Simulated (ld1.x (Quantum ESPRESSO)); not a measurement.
Values are calculated unless marked as measured or tabulated.
# Potentials for lead (Pb) compared

Generated with ld1.x 7.5 (TM, RRKJ, ultrasoft, PAW), atompaw 4.2 or ONCVPSP 4.0.1. The cutoff is in Ry: for ld1.x and atompaw files where the sum of valence levels is converged to 10 mRy in a Bessel basis, for ONCV files where the hardest occupied wave has 1 mHa per electron of residual kinetic energy. The error is the largest all-electron minus pseudo excitation energy over each file’s own four to seven test configurations (ionisations up to +4, promotions, holes and added fractions of an electron), all of which were solved. The labels leave out finer settings (local radius, basis sizes, second energies), which also bear on the numbers. Spin-polarised tests are not counted. The rows are a selection from randomly drawn settings: files with unsolved tests, undetermined cutoffs or missed reference levels are left out.

A true bound ghost makes a file unfit for plane-wave use even where its test errors are small: the radial tests pick states by their node count and pass the ghost by.

| potential | cutoff (Ry) | largest error (meV) | bound ghosts |
| --- | --- | --- | --- |
| PAW, PBE, scalar-relativistic, rc 2.20/3.20/1.95 (spd), local smoothed, core correction yes, reference 5d10 6s2 6p2 | 30 | -27 | none |
| PAW, LDA (PZ), scalar-relativistic, rc 2.05/2.30/1.70 (spd), local smoothed, core correction yes, reference 5d10 6s2 6p2 | 45 | -40 | none |
| TM semilocal, PBE, scalar-relativistic, rc 2.00/2.95 (sp), local p, core correction yes, reference 6s2 6p2 | 21 | -632 | none |
| TM, PBE, scalar-relativistic, rc 1.50/2.80/2.05 (spd), local smoothed, core correction no, reference 5d10 6s1 6p3 | 50 | +97 | s |
| RRKJ, PBE, scalar-relativistic, rc 2.00/2.70/2.10 (spd), local p, core correction no, reference 5d10 6s2 6p2 | 40 | -123 | none |
| TM, LDA (PZ), scalar-relativistic, rc 1.75/1.90 (sp), local p, core correction yes, reference 6s2 6p2 | 30 | -641 | s |
| TM, PBEsol, non-relativistic, rc 2.15/3.00 (sp), local s, core correction yes, reference 6s1 6p3 | 12 | -241 | none |

Task: Fill in the row for Pb: PAW, PBE, non-relativistic, rc 1.30/1.65/2.10 (spd), local smoothed, core correction yes, reference 5s2 5p6 5d10 6s1.5 6p2.5.

Result: cutoff 50 Ry, largest error +25 meV, bound ghosts: none.

Task: Fill in the row for Pb: TM, LDA (PZ), scalar-relativistic, rc 1.65/2.20 (sp), local smoothed, core correction yes, reference 6s2 6p2.

Result: cutoff 35 Ry, largest error -628 meV, bound ghosts: s, d.
